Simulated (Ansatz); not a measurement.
Relaxation of H₅OSeSi (8 atoms, charge 1, multiplicity 1), to a largest force component of 0.015 eV/Å in at most 40 steps.

Method: Ansatz 0.2.0, RKS PBE0-D4/def2-SVP.

```xyz
8
Properties=species:S:1:pos:R:3
O -1.023 0.690 -0.663
Si 0.619 0.153 0.223
Se -0.167 -1.766 1.038
H -1.522 0.080 -1.228
H -1.184 1.609 -0.921
H 0.673 1.366 1.027
H 1.500 0.154 -0.937
H -1.547 -1.512 0.728
```

Problem. Where does it end, and by what steps?

Solution. It converged. Limits of this set-up: the dipole of an ion depends on the origin. After 18 steps the energy has fallen by 0.496 eV; H8 moved furthest, 1.07 Å.

```
step  energy less start (eV)  largest force component (eV/Å)  accepted
   0                  0.0000                           1.591       yes
   1                 -0.1248                           0.671       yes
   2                 -0.2239                           0.385       yes
   3                 -0.3276                           0.418       yes
   4                 -0.4019                           0.357       yes
   5                 -0.4579                           0.232       yes
   6                 -0.4853                           0.142       yes
   7                 -0.4916                           0.076       yes
   8                 -0.4925                           0.031       yes
   9                 -0.4930                           0.182       yes
  10                 -0.4938                           0.132       yes
  11                 -0.4944                           0.041       yes
  12                 -0.4948                           0.057       yes
  13                 -0.4951                           0.072       yes
  14                 -0.4952                           0.043       yes
  15                 -0.4954                           0.016       yes
  16                 -0.4954                           0.022       yes
  17                 -0.4953                           0.033        no
  18                 -0.4955                           0.006       yes
```

```xyz
8
Properties=species:S:1:pos:R:3
O -0.990 0.823 -0.923
Si 0.395 0.120 0.150
Se -0.239 -1.955 0.598
H -1.531 0.242 -1.489
H -1.062 1.751 -1.211
H 0.346 1.137 1.222
H 1.542 0.168 -0.781
H -1.112 -1.512 1.701
```

Whether the end is a true minimum wasn't checked by a vibrational analysis.

The run took 85 s on 1 thread of Intel(R) Xeon(R) Platinum 8259CL CPU @ 2.50GHz (Skylake/Cascade Lake) (shared host), peak memory 0.24 GiB.
